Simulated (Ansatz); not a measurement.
Reaction (redistribution): `CB(C)[SiH2]Cl` + `[NH]=[Mo](=[NH])([NH2])[OH]` → `CB(C)[SiH2]N` + `[NH]=[Mo](=[NH])([OH])[Cl]`

Computed with Ansatz on PBE0-D4/def2-TZVP structures; ΔE is electronic, products minus reactants. CCSD(T)/CBS adds triple-zeta CCSD(T) − MP2 to the extrapolated MP2 energy (def2 sets, frozen cores). Functionals use def2-TZVPP. B3LYP here is the variant with VWN-RPA as its local correlation; programs differ in this. def2 core potentials past Kr. For Mo outer-core shells are correlated without core-valence functions, which leaves a few kJ/mol of doubt a bond. Each species was taken in one conformer, which may not be the lowest.

`CB(C)[SiH2]Cl`:

```xyz
13

C    -1.373    0.761   -0.515
B    -0.133   -0.098   -0.136
C     0.084   -1.528   -0.723
Si    1.270    0.618    1.136
Cl    0.720    2.423    1.995
H    -1.010    1.460   -1.287
H    -2.197    0.199   -0.962
H    -1.742    1.400    0.290
H     1.113   -1.892   -0.746
H    -0.460   -2.196   -0.034
H    -0.379   -1.672   -1.704
H     1.543   -0.327    2.255
H     2.563    0.852    0.432
```

`[NH]=[Mo](=[NH])([NH2])[OH]`:

```xyz
10

N     0.734   -1.120   -1.052
Mo    0.000    0.184   -0.184
N     1.118    1.416    0.282
N    -0.733   -0.570    1.444
O    -1.339    0.991   -1.268
H     1.515   -1.605   -1.473
H     2.017    1.870    0.355
H    -0.708   -0.089    2.330
H    -0.907   -1.555    1.564
H    -1.697    0.480   -1.998
```

`CB(C)[SiH2]N`:

Cartesian coordinates in Å:
```
C 0.064 1.441 -0.957
B 0.446 0.028 -0.410
C 1.625 -0.769 -1.056
Si -0.544 -0.801 1.156
N -1.978 -0.036 1.760
H 0.386 1.635 -1.985
H 0.625 2.148 -0.324
H -0.988 1.713 -0.839
H 2.104 -1.514 -0.416
H 1.162 -1.333 -1.883
H 2.390 -0.137 -1.518
H -0.945 -2.195 0.795
H 0.429 -0.899 2.290
H -1.930 0.907 2.112
H -2.849 -0.185 1.277
```

`[NH]=[Mo](=[NH])([OH])[Cl]`:

Z-matrix (Å, degrees):
```
Mo
N 1 1.717
O 1 1.882 2 107.7
N 1 1.719 2 110.0 3 118.8
Cl 1 2.281 2 108.3 3 -123.6
H 2 1.011 1 154.7 3 -127.0
H 3 0.961 1 119.4 2 138.5
H 4 1.012 1 152.0 2 6.5
```

| level | ΔE (kJ/mol) |
| --- | --- |
| PBE0-D4 | -6.4 |
| B3LYP | -9.0 |

(1) What does CCSD(T)/CBS give? (Best estimate.)

Largest T1 diagnostic among the species: 0.022, so the coupled-cluster value is less sure than usual.

Answers

(1) Computed: -10.1 kJ/mol. The listed levels differ from it by 3.7, 1.1 kJ/mol.
